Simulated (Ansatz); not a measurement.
Species: chloro(difluoro)borane, sum formula BClF2, net charge 0, singlet state. 
Geometry from a B3LYP-D3(BJ)/def2-TZVP (Ansatz, an electronic-structure program) optimisation:
```xyz
4

B     -0.4412     0.0339    -0.0011
F     -1.1933    -1.0444    -0.0026
F     -1.0198     1.2144    -0.0028
Cl     1.3014    -0.1000     0.0032
```
Charge 0, spin multiplicity 1.

Basis-set convergence of Hartree-Fock and MP2 correlation energies (hartree) with Ansatz. Valence correlation only, unless marked. Spin-orbit coupling is left out. No relativistic terms.

| basis | functions | E(HF) | E(corr, MP2) |
|---|---|---|---|
| cc-pV(D+d)Z | 65 | -683.24340 | -0.58895 |
| cc-pV(T+d)Z | 129 | -683.34252 | -0.77958 |
| cc-pV(Q+d)Z | 229 | -683.36420 | -0.85177 |
| cc-pV(5+d)Z | 373 | -683.36943 | -0.88211 |

Extrapolating the two largest sets (X = 4 and 5) as X^-3: E(corr) = (125·(-0.88211) - 64·(-0.85177))/61 = -0.9139 Eh, an estimate of the basis-set limit. The largest set recovers 96.5 % of it, the smallest 64.4 %.
